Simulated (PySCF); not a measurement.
Gas-phase reaction: 3 Ga(CH₃)₂Cl ⇌ 3 GaH₂Cl + C₃H₄ (propyne) + C₃H₈

Method: PySCF energies plus ideal-gas RRHO corrections (1 bar). † marks an energy on the PBE0/def2-TZVP geometry and frequencies. MP2 and CCSD(T) freeze the core. All species are closed-shell singlets. B3LYP is the form with VWN-RPA correlation. Ga: all electrons, no relativistic terms. Methyl groups turn as free rotors in Ga(CH₃)₂Cl. Ga(CH₃)₂Cl, GaH₂Cl: computed as isolated molecules; such fragments, hydroxides, amides, oligomers or adducts are transient or little studied in the gas. MP2 isn't extrapolated to the basis-set limit; its ΔH°(298 K) is 410.1 kJ in def2-SVP and 468.6 kJ in def2-TZVPP. CCSD(T) isn't extrapolated to the basis-set limit. The harmonic model lacks anharmonicity and excited electronic states, which grow with temperature; levels with a mode under 35 cm⁻¹ are left out. Internal rotation in C₃H₈ is treated as a harmonic vibration of one conformer, which makes the entropy rough.

| level | ΔE electronic, kJ | ΔH°(298 K), kJ | ΔS°(298 K), J/K | ΔG°(1400 K), kJ |
|---|---|---|---|---|
| B3LYP/def2-TZVP† | 432 | 393 | 243 | 55 |
| CCSD(T)/def2-SVP† | 420 | 381 | 243 | 43 |
| HF/def2-TZVP† | 379 | 340 | 243 | 2 |
| MP2/def2-SVP† | 448 | 410 | 243 | 72 |
| PBE0/def2-QZVP† | 484 | 445 | 243 | 107 |
| ωB97M-V/def2-TZVP† | 471 | 432 | 243 | 94 |
| ωB97X-V/def2-TZVP† | 476 | 438 | 243 | 100 |
ΔH° is lowest at HF/def2-TZVP† and highest at PBE0/def2-QZVP†. No reference value is set beside these.
